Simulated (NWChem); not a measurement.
Species: CH$_{6}$SiTe; SMILES C[Te][SiH3]

Results from NWChem. Coordinates come from a PBE0/def2-SVP optimisation. def2 effective core potentials on Te; no spin-orbit coupling.

For level B3LYP/STO-3G (all-electron, non-relativistic):

- highest occupied level (eV) = -3.49
- orbital gap (eV) = 6.66
- dipole (D) = 1.92

Question: What are these values for level B3LYP/def2-SVP (core potentials)?

Answer: 
- highest occupied level (eV) = -5.81
- orbital gap (eV) = 5.07
- dipole (D) = 1.05
